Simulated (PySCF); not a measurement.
Eu (europium, neutral) across methods

[Xe] 4f7 5d1 6s1, high-spin 10D determinant (an excited configuration). Calculation: PySCF 2.14, in cc-pVDZ-X2C (8s7p5d3f1g, 84 functions); the spin-free X2C one-electron Hamiltonian (Gaussian nucleus).

```tsv
method	E (hartree)	mean ε 4f α (eV)	mean ε 6s α (eV)	mean ε 5d α (eV)	Σ⟨r²⟩ (bohr²)	⟨S²⟩
PBE0	-10843.21	-4.772	-3.793	-1.969	75.53	24.754
LDA	-10835.35	-2.394	-3.531	-1.195	74.67	24.753
UHF	-10839.54989	-12.367	-4.738	-3.801	78.30	24.756
PBE	-10843.27	-2.263	-3.376	-1.244	75.52	24.753
r2SCAN	-10843.59	-2.401	-3.420	-1.447	75.03	24.756
```

Spin-orbit coupling, absent here, splits the open shell strongly.
